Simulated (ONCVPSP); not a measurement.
# Configuration tests for tungsten (W) (ONCV)

* Element: W
* Generator: ONCVPSP 4.0.1
* Type: optimised norm-conserving Vanderbilt (ONCV)
* Functional: LDA (Perdew-Zunger)
* Relativity: scalar-relativistic
* Frozen core: [Kr] 4d10
* Valence charge: 28
* Reference configuration: 4f14 5s2 5p6 5d4 6s2
* Partial waves: 5s+6s: rc 1.90 bohr, ncon 3, nbas 7, qcut 6.7 1/bohr, 3 projectors, debl 0.4 Ha; 5p: rc 1.90 bohr, ncon 4, nbas 8, qcut 5.7 1/bohr, 3 projectors, debl 0.7 Ha; 5d: rc 2.35 bohr, ncon 3, nbas 8, qcut 7.3 1/bohr, 2 projectors, debl 1.8 Ha; 4f: rc 0.75 bohr, ncon 3, nbas 8, qcut 18.5 1/bohr, 2 projectors, debl 3.6 Ha
* Local potential: polynomial inside 0.60 bohr (lpopt 5, dvloc0 1 Ha)
* Core correction: Teter function fitted to the true core (icmod 2), fcfact 0.35

In the p channel the program set the typed energies aside and used -1.594, 0.250, 0.950 Ha.

Energies are relative to the spin-unpolarised reference configuration 4f14 5s2 5p6 5d4 6s2; without spin polarisation the order of configurations can differ from experiment.

Question: Give the all-electron excitation energy and the error of the potential for: 4f14 5s2 5p6 5d4 6s1; 4f14 5s2 5p6 5d4 6s0; 4f14 5s2 5p6 5d3 6s0; 4f14 5s2 5p6 5d4 6s0 6p2.

Answer:

| valence configuration | charge | ΔE all-electron (eV) | error AE − PS (meV) |
| --- | --- | --- | --- |
| 4f14 5s2 5p6 5d4 6s1 | +1 | 9.133 | -4.1 |
| 4f14 5s2 5p6 5d4 6s0 | +2 | 25.160 | -14 |
| 4f14 5s2 5p6 5d3 6s0 | +3 | 50.865 | -13 |
| 4f14 5s2 5p6 5d4 6s0 6p2 | 0 | 9.438 | -5.6 |

Levels in the configuration 4f14 5s2 5p6 5d4 6s0 6p2:

| level | all-electron (eV) | pseudo (eV) |
| --- | --- | --- |
| 4f | -36.521 | -36.667 |
| 5s | -82.348 | -82.380 |
| 5p | -46.427 | -46.428 |
| 5d | -7.359 | -7.355 |
| 6p | -2.865 | -2.866 |

Note: ghosts flagged at negative energy: s at -639.4 eV, p at -160.3 eV; GHOST(+) flagged for d at 163.2 eV, s at 313.2 eV. A true bound ghost makes a file unfit for plane-wave use.
